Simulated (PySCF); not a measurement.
## Magnetisability: `C[C@@H]1O[C@H]1OC(F)F`, C4H6F2O2

Molfile (atoms numbered from 1):
```
C4H6F2O2
     RDKit          3D

 14 14  0  0  0  0  0  0  0  0999 V2000
    2.3233    0.6020    0.3564 C   0  0  0  0  0  0  0  0  0  0  0  0
    0.9975    0.0927    0.8505 C   0  0  2  0  0  0  0  0  0  0  0  0
    0.4525   -1.0563    0.2399 O   0  0  0  0  0  0  0  0  0  0  0  0
   -0.2054    0.1400    0.0185 C   0  0  1  0  0  0  0  0  0  0  0  0
   -1.4402    0.3036    0.6465 O   0  0  0  0  0  0  0  0  0  0  0  0
   -2.3942   -0.5719    0.2347 C   0  0  0  0  0  0  0  0  0  0  0  0
   -3.4139   -0.5191    1.0949 F   0  0  0  0  0  0  0  0  0  0  0  0
   -2.8983   -0.2127   -0.9747 F   0  0  0  0  0  0  0  0  0  0  0  0
    2.3953    0.4878   -0.7218 H   0  0  0  0  0  0  0  0  0  0  0  0
    3.1303    0.0412    0.8217 H   0  0  0  0  0  0  0  0  0  0  0  0
    2.4291    1.6524    0.6154 H   0  0  0  0  0  0  0  0  0  0  0  0
    0.8382    0.1315    1.9243 H   0  0  0  0  0  0  0  0  0  0  0  0
   -0.1764    0.5233   -0.9994 H   0  0  0  0  0  0  0  0  0  0  0  0
   -2.0384   -1.6151    0.1509 H   0  0  0  0  0  0  0  0  0  0  0  0
  1  2  1  0
  2  3  1  0
  3  4  1  0
  4  5  1  0
  5  6  1  0
  6  7  1  0
  6  8  1  0
  4  2  1  0
  1  9  1  0
  1 10  1  0
  1 11  1  0
  2 12  1  1
  4 13  1  6
  6 14  1  0
M  END
```

Computed with PySCF 2.14.0, GIAO B3LYP/pcSseg-1 magnetisability, rotational g tensor and spin-rotation constants, non-relativistic, gas phase. Geometry: GFN2-xTB.

**Question.** What are the magnetisability and the molar susceptibility?

**Answer.** Isotropic -1123 × 10⁻³⁰ J/T², or -67.6 × 10⁻⁶ cm³/mol; principal values -1260, -1063, -1044 × 10⁻³⁰ J/T², anisotropy 208 × 10⁻³⁰ J/T² (root of half the summed squared differences of the principal values). The susceptibility is in cgs units.

**Question.** Split it along the inertial axes a, b, c into diamagnetic and paramagnetic parts about the centre of mass, with the quadrupole moment.

**Answer.** 
| axis | χ (10⁻⁶ cm³/mol) | diamagnetic (10⁻⁶ cm³/mol) | paramagnetic (10⁻⁶ cm³/mol) | summed x² of all electrons (Å²) | quadrupole Θ (D Å) |
| --- | --- | --- | --- | --- | --- |
| a | -69.8 | -276.5 | 206.7 | 267.9 | +1.96 |
| b | -69.3 | -1249.9 | 1180.6 | 38.5 | -0.09 |
| c | -63.7 | -1300.0 | 1236.3 | 26.7 | -1.88 |

Anisotropies 2χaa − χbb − χcc = -6.6 and 2χbb − χaa − χcc = -5.1 × 10⁻⁶ cm³/mol. Θ is traceless in Buckingham's convention.

**Question.** And the rotational g tensor?

**Answer.** 
| axis | rotational constant (GHz) | g | nuclear part | electronic part |
| --- | --- | --- | --- | --- |
| a | 6.0079 | -0.0344 | 0.5489 | -0.5834 |
| b | 0.9908 | -0.0054 | 0.5442 | -0.5495 |
| c | 0.9451 | -0.0071 | 0.5417 | -0.5489 |

Asymmetric top; isotopes 12C, 19F, 1H, 16O; no vibrational averaging.
